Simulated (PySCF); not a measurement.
# Radial density of Kr⁺ (krypton, charge +1)

UHF, [Ar] 3d10 4s2 4p5, 2P determinant. Computed with PySCF 2.14 in def2-SVP, with no relativity, point nucleus.

```json
{"r (bohr)": "0.000777", "4πr²ρ (e/bohr)": "0.2269", "4πr²(ρα − ρβ)": "0.0000"}
{"r (bohr)": "0.00131", "4πr²ρ (e/bohr)": "0.6269", "4πr²(ρα − ρβ)": "0.0000"}
{"r (bohr)": "0.00220", "4πr²ρ (e/bohr)": "1.675", "4πr²(ρα − ρβ)": "0.0000"}
{"r (bohr)": "0.00370", "4πr²ρ (e/bohr)": "4.232", "4πr²(ρα − ρβ)": "0.0000"}
{"r (bohr)": "0.00622", "4πr²ρ (e/bohr)": "10.02", "4πr²(ρα − ρβ)": "0.0001"}
{"r (bohr)": "0.0105", "4πr²ρ (e/bohr)": "20.88", "4πr²(ρα − ρβ)": "0.0003"}
{"r (bohr)": "0.0176", "4πr²ρ (e/bohr)": "35.69", "4πr²(ρα − ρβ)": "0.0015"}
{"r (bohr)": "0.0296", "4πr²ρ (e/bohr)": "44.16", "4πr²(ρα − ρβ)": "0.0070"}
{"r (bohr)": "0.0498", "4πr²ρ (e/bohr)": "38.25", "4πr²(ρα − ρβ)": "0.0254"}
{"r (bohr)": "0.0837", "4πr²ρ (e/bohr)": "41.33", "4πr²(ρα − ρβ)": "0.0530"}
{"r (bohr)": "0.141", "4πr²ρ (e/bohr)": "52.77", "4πr²(ρα − ρβ)": "0.0265"}
{"r (bohr)": "0.237", "4πr²ρ (e/bohr)": "32.39", "4πr²(ρα − ρβ)": "0.0058"}
{"r (bohr)": "0.398", "4πr²ρ (e/bohr)": "36.58", "4πr²(ρα − ρβ)": "0.1309"}
{"r (bohr)": "0.670", "4πr²ρ (e/bohr)": "21.51", "4πr²(ρα − ρβ)": "-0.0007"}
{"r (bohr)": "1.13", "4πr²ρ (e/bohr)": "5.827", "4πr²(ρα − ρβ)": "0.4794"}
{"r (bohr)": "1.90", "4πr²ρ (e/bohr)": "3.821", "4πr²(ρα − ρβ)": "0.5534"}
{"r (bohr)": "3.19", "4πr²ρ (e/bohr)": "0.5616", "4πr²(ρα − ρβ)": "0.0875"}
{"r (bohr)": "5.36", "4πr²ρ (e/bohr)": "0.004106", "4πr²(ρα − ρβ)": "0.0007"}
```
